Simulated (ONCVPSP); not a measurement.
## Reading a pseudo-wave (iridium (Ir))

Columns: radius, all-electron u(r) and pseudo u(r) of the 5d shell (level -6.26 eV) of iridium in the configuration [Kr] 4d10 4f14 5s2 5p6 5d7.5 6s1.5; PBE, scalar-relativistic, ONCV scheme, ONCVPSP 4.0.1.

```
r (bohr)  all-electron  pseudo
   0.118        0.2495  0.0028
   0.235       -0.1390  0.0214
   0.353       -0.3801  0.0678
   0.470       -0.2657  0.1462
   0.588        0.0024  0.2550
   0.705        0.2751  0.3821
   0.822        0.4963  0.5140
   0.940        0.6546  0.6364
   1.058        0.7534  0.7350
   1.175        0.8045  0.8014
   1.292        0.8211  0.8344
   1.410        0.8135  0.8367
   1.528        0.7897  0.8144
   1.645        0.7560  0.7764
   1.763        0.7162  0.7296
   1.880        0.6739  0.6808
   1.998        0.6304  0.6329
   2.115        0.5877  0.5883
   2.232        0.5463  0.5463
   2.350        0.5064  0.5063
   2.468        0.4685  0.4685
   2.585        0.4332  0.4331
   2.702        0.4001  0.4001
   2.820        0.3690  0.3689
   2.938        0.3400  0.3400
   3.055        0.3134  0.3134
```

How many radial nodes do the two functions have?

The all-electron 5d function has n − l − 1 = 2; the pseudo-wave has 0, since the states of the same l below it are removed with the core.

At about which radius was the pseudo-wave matched?

2.35 bohr. The columns agree to 0.0005 from 2.23 bohr on; several derivatives are matched, so the curves merge somewhat inside the radius.

Is the pseudo-wave norm-conserving?

Yes: the ONCV scheme keeps the norm inside the radius equal to the all-electron one, which fixes the energy derivative of the logarithmic derivative at the level.
